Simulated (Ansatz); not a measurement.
The same path of AsH2O (4 atoms, charge 0, multiplicity 2) was run twice with different band settings. Lost on the way: O1–H3. Made: As2–H3.

The calculation used Ansatz 0.2.0, UKS B3LYP/def2-SVP.

Relaxed end points:

```xyz
4
Properties=species:S:1:pos:R:3
O -0.248 -0.750 0.339
As 0.576 0.721 -0.326
H 0.433 -1.378 0.623
H -0.762 1.407 -0.636
```

```xyz
4
Properties=species:S:1:pos:R:3
O -0.962 -0.369 1.162
As 0.315 0.291 0.261
H 0.977 -0.888 -0.465
H -0.330 0.967 -0.957
```

Common settings: spring 5.0 eV/Å²; optimiser quadratic models (default); start path through a guess of the saddle point; force threshold 0.05 eV/Å; end points relaxed.

| run | movable images | climbing image | iteration limit |
| --- | --- | --- | --- |
| 1 | 9 | yes | 47 |
| 2 | 8 | no | 60 |

(1) What does each run give, and how far can it be trusted?

Results:

(1) Run 1: converged after 28 iterations, highest image 2.456 eV above the first end. The profile has 2 maxima (images 2, 7) with wells between them (image 4): this band takes more than one step, which may be the mechanism or a detour left from its start path. Neighbouring images differ by up to 1.3 eV, so the band resolves the path poorly. A vibrational analysis at the climbing image gives one clearly imaginary mode, 1642i cm⁻¹: a first-order saddle point.
Run 2: converged after 13 iterations, highest image 2.410 eV above the first end. Neighbouring images differ by up to 1.5 eV, so the band resolves the path poorly. No image climbed, so the highest image needn't sit at the top of the path.
